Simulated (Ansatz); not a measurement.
Al2BH6ISi. Total charge 0; spin multiplicity 1. I takes the def2 core potential. The bonds changed during the relaxation, so this is another structure than the one it started from.

```xyz
11

B     1.565    0.175   -2.625
Al   -0.096   -0.777   -1.801
I     0.763    1.690   -0.812
Al   -1.409    0.160    0.183
Si   -0.675   -0.603    2.391
H     2.660   -0.134   -2.252
H     1.438    0.848   -3.607
H    -2.726    0.996   -0.117
H    -0.626    0.499    3.394
H    -1.584   -1.656    2.933
H     0.691   -1.197    2.313
```

**Question.** List the harmonic frequencies (cm⁻¹, unscaled) at PBE0-D4/def2-TZVP in Ansatz. (An estimate is asked.)

**Answer.** Ansatz gave: 47, 57, 76, 111, 147, 207, 218, 317, 399, 405, 427, 473, 485, 562, 586, 657, 849, 857, 935, 938, 1083, 1908, 2191, 2200, 2203, 2563, 2662.

**Question.** Is this a minimum?

**Answer.** Yes, all 27 modes are real.

**Question.** Give the ideal-gas thermochemistry at 298.15 K and 1 bar (rigid rotor, harmonic oscillator; point group C1, symmetry number 1).

**Answer.** Zero-point energy 140.9 kJ/mol; H(298) − E = 170.3 kJ/mol; entropy 432.4 J/(mol·K), of which translation 176.4, rotation 126.0, vibration 129.9; G(298) − E = 41.4 kJ/mol. Modes under 100 cm⁻¹ are hindered rotations or soft bends, so the harmonic entropy is rough.
